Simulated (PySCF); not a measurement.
Vertical excitations of a molecule CH5FO3Si from TDDFT-PBE/def2-SVPD run with PySCF 2.14.0, as energy in eV (oscillator strength): 6.22 (0.002), 6.84 (0.005), 7.17 (0.005), 7.24 (0.006), 7.58 (0.036), 7.61 (0.013), 7.86 (0.006), 8.18 (0.007), 8.23 (0.017), 8.27 (0.050). Lowest triplet (TDA): 6.13 eV. Coordinates come from a r2SCAN-D4/def2-SVP optimisation. Other conformers were not sampled.

**Question.** Which molecule gave these data?
(A) CO[Si](O)(O)F
(B) OC[Si](O)(O)F
(C) O[Si](O)(O)CF

**Answer.** A, CO[Si](O)(O)F
